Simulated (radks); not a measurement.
Values are calculated unless marked as measured or tabulated.
Xe XXXVI, 19 electrons, occupied as [Ar] 3d1. Code: a radial shooting solver on a logarithmic mesh with Libxc functionals. Model: non-relativistic Kohn-Sham, TPSS, spin-polarised, spherical densities, point nucleus; open shells are filled with parallel spins first (spin-orbit coupling, left out, can overturn this in heavy ions); meta-GGA in the generalised Kohn-Sham scheme; relativity is left out, which matters for an element this heavy.

Unscreened Slater integrals over Kohn-Sham orbitals (hartree). They are taken over the spin-up orbitals.

\begin{tabular}{lr}
integral & value \\ \hline
F0(3d,3d) & 3.6776 \\
F2(3d,3d) & 1.9035 \\
F4(3d,3d) & 1.2319 \\
F0(3d,3p) & 3.3765 \\
F2(3d,3p) & 1.6220 \\
G1(3d,3p) & 1.6997 \\
G3(3d,3p) & 1.1463 \\
F0(3d,3s) & 3.2806 \\
G2(3d,3s) & 1.2259 \\
F0(3d,2p) & 4.6499 \\
F2(3d,2p) & 1.4297 \\
G1(3d,2p) & 1.3416 \\
G3(3d,2p) & 0.77529 \\
F0(3p,3p) & 3.1993 \\
F2(3p,3p) & 1.6162 \\
F0(3p,3s) & 3.1183 \\
G1(3p,3s) & 2.0051 \\
F0(3p,2p) & 4.2287 \\
F2(3p,2p) & 1.0679 \\
G0(3p,2p) & 0.41784 \\
G2(3p,2p) & 0.46209 \\
F0(3s,3s) & 3.0525 \\
F0(3s,2p) & 4.0047 \\
G1(3s,2p) & 0.40661 \\
F0(2p,2p) & 8.9243 \\
F2(2p,2p) & 4.2700 \\
\end{tabular}

Derived for the open shells (J is the average intra-shell exchange parameter used in DFT+U). 3d: Racah B = F2/49 - 5 F4/441 = 0.02488 hartree, C = 35 F4/441 = 0.09777 hartree, C/B = 3.93, F4/F2 = 0.647, J = (F2 + F4)/14 = 0.2240 hartree.
